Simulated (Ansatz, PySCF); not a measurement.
1-ethenyl-1-fluorocyclopropane (C5H7F), SMILES C1(C=C)(F)CC1. Atoms are numbered in the order given.

```xyz
13

C      0.1643     2.2306     0.0000
C      0.7028     1.0111     0.0000
C     -0.0781    -0.2383     0.0000
F     -1.4249    -0.0342     0.0000
C      0.3902    -1.4472     0.7515
C      0.3902    -1.4472    -0.7515
H     -0.9200     2.3636     0.0000
H      0.7911     3.1248     0.0000
H      1.7902     0.8789     0.0000
H     -0.3929    -2.0197     1.2544
H      1.3404    -1.3891     1.2885
H      1.3404    -1.3891    -1.2885
H     -0.3929    -2.0197    -1.2544
```
Charge 0, spin multiplicity 1.

Geometry: PBE0-D3(BJ)/def2-SVP. One conformer was computed; it need not be the lowest.

Two levels are set side by side: PBE-D3(BJ)/def2-SVP (Ansatz, a quantum-chemistry and plane-wave program) and PBE0-D3(BJ)/def2-SVP (Ansatz). Each level has its own optimised geometry; the coordinates shown are those of the second. Frequencies come from the Hessian of PySCF at each geometry. Differences are taken from unrounded values.

| quantity | PBE0-D3(BJ) | PBE-D3(BJ) | PBE-D3(BJ) minus PBE0-D3(BJ) |
|---|---|---|---|
| mean bond length (Å) | 1.255 | 1.265 | 0.010 |
| bond C1–C2 (Å) | 1.333 | 1.344 | 0.011 |
| bond C2–C3 (Å) | 1.473 | 1.478 | 0.005 |
| bond C3–F4 (Å) | 1.362 | 1.378 | 0.016 |
| bond C3–C5 (Å) | 1.499 | 1.513 | 0.014 |
| bond C3–C6 (Å) | 1.499 | 1.513 | 0.014 |
| bond C5–C6 (Å) | 1.503 | 1.513 | 0.010 |
| bond C1–H7 (Å) | 1.092 | 1.100 | 0.008 |
| bond C1–H8 (Å) | 1.092 | 1.100 | 0.008 |
| bond C2–H9 (Å) | 1.095 | 1.104 | 0.008 |
| bond C5–H10 (Å) | 1.093 | 1.101 | 0.008 |
| bond C5–H11 (Å) | 1.093 | 1.101 | 0.008 |
| bond C6–H12 (Å) | 1.093 | 1.101 | 0.008 |
| bond C6–H13 (Å) | 1.093 | 1.101 | 0.008 |
| highest harmonic wavenumber (cm⁻¹) | 3284 | 3192 | -92 |
| mean harmonic wavenumber (cm⁻¹) | 1420 | 1371 | -50 |
| zero-point energy (kcal/mol) | 67.01 | 64.66 | -2.35 |

GGA bonds tend to be longer and softer than those of functionals with exact exchange. Differences between two approximate levels are no errors against the true value.
